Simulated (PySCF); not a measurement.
System: sum formula ReO₂F₂ (charge 0, doublet). The spin state was set by rule; other spins were not relaxed. SMILES: [O]=[Re](=[O])([F])[F]
Geometry: optimised at B3LYP-D3(BJ)/def2-TZVP (Ansatz).

Dispersion corrections to the total energy (kcal/mol) from the dftd3 and dftd4 libraries through PySCF: D3(BJ) without and D4 with the three-body term, each with the damping fitted for the functional named.

```json
[
 {"functional": "HF", "D3(BJ)": "-19.60", "D4": "-8.60"},
 {"functional": "PBE0", "D3(BJ)": "-1.86", "D4": "___"},
 {"functional": "revPBE", "D3(BJ)": "-4.82", "D4": "-6.92"},
 {"functional": "r2SCAN", "D3(BJ)": "___", "D4": "-0.57"},
 {"functional": "B3LYP", "D3(BJ)": "-4.00", "D4": "-4.21"},
 {"functional": "PW6B95", "D3(BJ)": "-1.33", "D4": "___"},
 {"functional": "B2GP-PLYP", "D3(BJ)": "-2.48", "D4": "-1.07"}
]
```

Question: Some entries are withheld; supply them.

Answer: 
- PBE0, D4: -2.16
- r2SCAN, D3(BJ): -0.53
- PW6B95, D4: -2.40
